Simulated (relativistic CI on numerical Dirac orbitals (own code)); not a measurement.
Method of calculation: Dirac-Coulomb-Breit CI, orbitals from a KLI potential per configuration, model QED (radiative potential, 1s self-energy scaled to tabulated hydrogen-like ionisation energies), unscaled Slater integrals (own radial code, finite nucleus).

Configurations in the expansion (outside the closed core 1s2): 2s, 2p, 3s, 3p, 3d, 4s, 4p, 4d, 4f, 5s, 5p, 5d, 5f, 5g, 6s, 6p, 6d. Levels of other configurations are missing.

At this charge energies of transitions that change n are usually good to better than 1 %, and those within a shell (Δn = 0) to a few per cent.

Outline of the computed level scheme of Ho LXV. Lowest level of each configuration: 2s ²S1/2 at 0.0 eV; 2p ²P°1/2 at 165.1 eV; 3s ²S1/2 at 8890.5 eV; 3p ²P°1/2 at 8935.4 eV; 3d ²D3/2 at 9233.6 eV; 4s ²S1/2 at 11943.2 eV; 4p ²P°1/2 at 11961.4 eV; 4d ²D3/2 at 12086.6 eV; 4f ²F°5/2 at 12122.1 eV.

Some strong electric-dipole decays among the lowest 15 levels: 3d ²D5/2 → 2p ²P°3/2 (1.1e+15 s⁻¹); 3d ²D3/2 → 2p ²P°1/2 (1.1e+15 s⁻¹); 3p ²P°1/2 → 2s ²S1/2 (4.7e+14 s⁻¹); 4d ²D5/2 → 2p ²P°3/2 (3.7e+14 s⁻¹); 4d ²D3/2 → 2p ²P°1/2 (3.6e+14 s⁻¹); 3p ²P°3/2 → 2s ²S1/2 (3.6e+14 s⁻¹); 4f ²F°7/2 → 3d ²D5/2 (2.5e+14 s⁻¹); 4f ²F°5/2 → 3d ²D3/2 (2.4e+14 s⁻¹).
